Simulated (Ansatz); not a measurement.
cyclohexasilane (H₁₂Si₆), SMILES [SiH2]1[SiH2][SiH2][SiH2][SiH2][SiH2]1.

Coordinates come from a B3LYP-D3(BJ)/def2-SVP optimisation.

Two levels are set side by side: PBE/def2-SVPD (Ansatz, a program for electronic structure) and PBE0/def2-SVPD (Ansatz). Energy differences of separate SCF runs at the same geometry; the states with an electron removed or added have multiplicity 2 and 2. Differences are taken from unrounded values.

```
quantity                           PBE0
---------------------------------  ----
vertical ionisation energy (eV)    9.28
vertical singlet–triplet gap (eV)  5.50
```

Q: What does PBE give, and how far is it from PBE0? (An estimate is asked for; the answer gives what the named calculation found.)

A: 
```csv
quantity,PBE,PBE minus PBE0
vertical ionisation energy (eV),8.95,-0.33
vertical singlet–triplet gap (eV),5.08,-0.41
```
